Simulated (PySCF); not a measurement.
C4H7O2, SMILES [CH2]C(=O)OCC, multiplicity 2.

The structure is a stationary point at B3LYP-D3(BJ)/def2-SVP. The isomer is the one that the SMILES or the coordinates give; other isomers of the formula were not compared. Other conformers were not sampled.

The numbers are results of TDA-LC-ωPBE/def2-SVPD (PySCF 2.14.0), not measurements.

Vertical excitations. The molecule is in vacuum.

Computed UV-visible absorptions:
```tsv
state	energy (eV)	λ (nm)	f	main pairs
root 1	3.26	380	0.000	β HOMO→LUMO 90 %
root 2	4.64	267	0.020	β HOMO−1→LUMO 79 %
root 3	6.08	204	0.001	β HOMO−2→LUMO 37 %, β HOMO−3→LUMO 32 %, β HOMO−6→LUMO 13 %
root 4	6.39	194	0.000	β HOMO−6→LUMO 60 %, β HOMO−5→LUMO 10 %
root 5	6.69	185	0.000	α HOMO−1→LUMO+3 47 %, α HOMO−1→LUMO+2 33 %
root 6	6.88	180	0.024	α HOMO→LUMO+3 28 %, α HOMO→LUMO+2 21 %, β HOMO−4→LUMO 11 %, β HOMO−1→LUMO 8 %, β HOMO−8→LUMO 7 %
root 7	7.39	168	0.020	β HOMO−2→LUMO 21 %, β HOMO−7→LUMO 17 %, β HOMO−10→LUMO 15 %, β HOMO→LUMO+5 14 %
root 8	7.70	161	0.022	α HOMO→LUMO 56 %, α HOMO→LUMO+1 33 %
root 9	7.74	160	0.212	α HOMO→LUMO+2 15 %, α HOMO→LUMO+3 15 %, β HOMO−4→LUMO 17 %, β HOMO−8→LUMO 5 %, β HOMO−5→LUMO 5 %
root 10	8.14	152	0.005	α HOMO−2→LUMO+3 7 %, α HOMO−2→LUMO+2 5 %, β HOMO→LUMO+5 15 %, β HOMO−2→LUMO 13 %, β HOMO−3→LUMO 10 %, β HOMO−7→LUMO 7 %
```
Unrestricted roots are not spin-pure.
